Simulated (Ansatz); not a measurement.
Match the barriers

Saddle point of Si₂H₆Cl₃OF, singlet (Si₂H₃Cl₃ ([SiH3][Si]([Cl])([Cl])[Cl]) + H₂O + HF → SiCl₃F ([F][Si]([Cl])([Cl])[Cl]) + SiH₄ + H₂O; bonds formed: Si1–F7, Si2–H8, H6–O9; bonds broken: Si1–Si2, H6–F7, H8–O9), PBE0-D4/def2-TZVP structure:

Si1  (-0.260, 0.532, -1.116)
Si2  (-0.815, -1.310, 0.507)
Cl3  (-0.563, 0.208, -3.124)
Cl4  (0.439, 2.491, -0.658)
Cl5  (-2.317, 1.005, -0.695)
H6  (2.114, 0.191, 1.023)
F7  (1.290, -0.080, -1.160)
H8  (0.440, 0.088, 0.896)
O9  (1.350, 0.621, 1.444)
H10  (-1.876, -1.074, 1.510)
H11  (0.250, -2.192, 1.077)
H12  (-1.333, -1.989, -0.709)
H13  (1.281, 1.509, 1.004)
(Å)

Program: Ansatz 0.2.0. Basis: def2-TZVPP, with def2-QZVPP for the basis limit. Cores are frozen in the correlated methods. Extrapolation: Hartree–Fock as exp(−7.88 √X), correlation as X^−2.97. Four methods, as single points on the PBE0-D4 structures, gave these electronic barriers from the start structure: 34.65, 39.66, 48.62, 64.78 kcal/mol.

Q: The methods were, in alphabetical order, BHLYP-D4, BLYP-D4, HF, r2SCAN-D4. Which gave which? (Judge from chemistry; the calculation decides.)

A: Computed: r2SCAN-D4 34.65; BLYP-D4 39.66; BHLYP-D4 48.62; HF 64.78 kcal/mol. For comparison, CCSD(T) at an estimated basis limit (MP2 extrapolated from triple and quadruple zeta, plus CCSD(T) − MP2 in triple zeta) gives 43.24 kcal/mol.

No T1 diagnostic of these runs exceeds 0.012.

Labels in which every atom is bracketed show which atoms are joined, not bond orders.

For scale, one of the runs: CCSD(T)/def2-TZVPP, 356 basis functions, launched by `ansatz run in.yaml --threads 4 --pin off --events-out ev --progress --plain --max-ram 46080MiB --backend cuda --devices 0, --max-vram 37GiB`. Hardware: 4 CPU threads of an AMD EPYC 7R13 and a share of one NVIDIA H100, shared host. Wall time 12 s; peak host memory 0.86 GiB.
